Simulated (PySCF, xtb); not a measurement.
CH7GeNOSi, SMILES C1[NH][Ge@H]([SiH2]1)[OH].

GFN2-xTB in xtb 6.7.1 at its own geometry gives an orbital gap of 3.01 eV and a dipole moment of 2.17 D.

Geometry optimised at B3LYP-D3(BJ)/def2-SVP. The structure was generated by enumeration; whether it is a known compound was not checked. Other conformers were not sampled.

**Question.** What does PBE0/def2-TZVP run with PySCF give? (Estimate from the structure and the level; the computed values follow.)

**Answer.** gap 6.51 eV (levels -6.61 and -0.10 eV), dipole 1.18 D.
